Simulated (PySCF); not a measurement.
# How well do the runs reproduce experiment for C7H8?

**Experimental background.**

From NIST CCCBDB Release 22 (SRD 101), experimental dipoles, for the gas: dipole moment 0.332 D.

The runs below try to reproduce these values; the comparison stands at the end.

Compound: C7H8.
SMILES with atom numbers: `[CH3:1][c:2]1[cH:3][cH:4][cH:5][cH:6][cH:7]1` (hydrogens: H8, H9, H10 on C1; H11 on C3; H12 on C4; H13 on C5; H14 on C6; H15 on C7)

Cartesian coordinates in Å at the PBE0-D3(BJ)/def2-SVP level; atoms count from 1:
```
atom  x, y, z in Å
C1    -2.2226   -0.0925   -0.0222
C2    -0.7228   -0.0273    0.0098
C3     0.0435   -1.1760    0.2393
C4     1.4362   -1.1236    0.2384
C5     2.0919    0.0846    0.0091
C6     1.3422    1.2378   -0.2173
C7    -0.0500    1.1798   -0.2154
H8    -2.6751    0.8468    0.3281
H9    -2.6047   -0.9114    0.6045
H10   -2.5876   -0.2680   -1.0482
H11   -0.4616   -2.1284    0.4241
H12    2.0132   -2.0335    0.4219
H13    3.1836    0.1284    0.0109
H14    1.8450    2.1921   -0.3934
H15   -0.6293    2.0910   -0.3901
```

Runs made with PySCF (gas phase, on this PBE0-D3(BJ)/def2-SVP geometry; no spin–orbit coupling):

| level | job | basis functions |
| --- | --- | --- |
| PBE0-D3(BJ)/def2-SVP, grid level 1 | geometry optimisation from an MMFF94s start | 138 |
| PBE0/pcSseg-1 | shieldings, ring-centre shieldings, charges and field gradients | 159 |
| B3LYP/pcJ-1 | spin–spin couplings from 15 perturbed nuclei, spin–dipole term left out | 269 |

**Comparison with experiment**

**Dipole moment.** Measured: 0.332 D (NIST CCCBDB Release 22 (SRD 101), experimental dipoles).

| level | computed (D) | computed − measured (D) | % (from the printed values) |
| --- | --- | --- | --- |
| PBE0-D3(BJ)/def2-SVP | 0.411 | +0.079 | +24 |
| PBE0/pcSseg-1 | 0.422 | +0.090 | +27 |
| B3LYP/pcJ-1 | 0.379 | +0.047 | +14 |

Closest is B3LYP/pcJ-1 (+0.047 D), furthest PBE0/pcSseg-1 (+0.090 D); one molecule doesn't rank methods. All 3 levels lie above the measurement. The computed dipoles belong to one fixed geometry; measured ones are averaged over vibrations unless marked μe. Magnitudes are compared, not signs.

The geometry is computed, not the measured one. Where a level misses, the cause wasn't examined.
